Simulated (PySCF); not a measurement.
## Excitation energy of Kr²⁺ by level of theory

Kr²⁺ [Ar] 3d10 4s2 4p4 (3P) → Kr²⁺ [Ar] 3d10 4s2 4p3 5s1 (5S), as a difference of total energies. Calculation: PySCF 2.14, in aug-cc-pV5Z-PP with ECP10MDF (8s7p6d4f3g2h, 136 functions); scalar relativity through the core potential. Correlated levels: valence: 3s2 3p6 3d10 frozen. The calculations carry no spin-orbit coupling.

```
           method  excitation energy (eV)
              UHF                  17.141
              LDA                  17.534
              PBE                  17.410
             PBE0                  17.610
           r2SCAN                  18.048
        BHandHLYP                  17.881
            B97-3                  17.918
            B3LYP                  17.722
    MP2 (valence)                  17.529
SCS-MP2 (valence)                  17.818
```

How much does correlation contribute at MP2 (valence)?

17.529 − (17.141) = 0.388 eV, measured against UHF.

The promoted electron is Rydberg-like, and one or two diffuse shells describe it only roughly, which tends to raise the upper state.
